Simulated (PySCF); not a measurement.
## InBr: frontier orbitals

PBE0 at R = 2.573 Å; basis In cc-pVTZ-PP with ECP28, Br cc-pVTZ-PP with ECP10; scalar-relativistic core potentials; PySCF 2.14. State: ¹Σ⁺ (singlet), closed shell. Only the outer orbitals are listed, counted within each symmetry, core potentials removing the inner ones.

```csv
orbital,occ.,ε (eV),on In (%),main shells (%)
8σ,2,-10.52,63,"61 In s, 35 Br p"
5π,2,-7.71,6,94 Br p
5π,2,-7.71,6,94 Br p
9σ,2,-7.06,54,"46 Br p, 35 In s, 18 In p"
6π,0,-1.87,96,95 In p
6π,0,-1.87,96,95 In p
10σ,0,-0.16,99,93 In p
```

Q: Which are the highest filled and the lowest empty level, where do they sit, and how wide is the gap?

A: Highest filled 9σ at -7.06 eV (in %: 46 Br p, 35 In s, 18 In p); lowest empty 6π at -1.87 eV (in %: 95 In p); the gap at PBE0 is 5.19 eV.

- bond order (Mayer): 1.02
- ⟨S²⟩: 0.000
- charge on In (Mulliken, basis-dependent): 0.38
- charge on In (Löwdin, basis-dependent): 0.15
- dipole moment (positive dipole means In(−)Br(+)): -3.52 D
- polarisability along the bond: 87.6 bohr³
- polarisability across the bond: 50.0 bohr³

Spin–orbit coupling is left out.
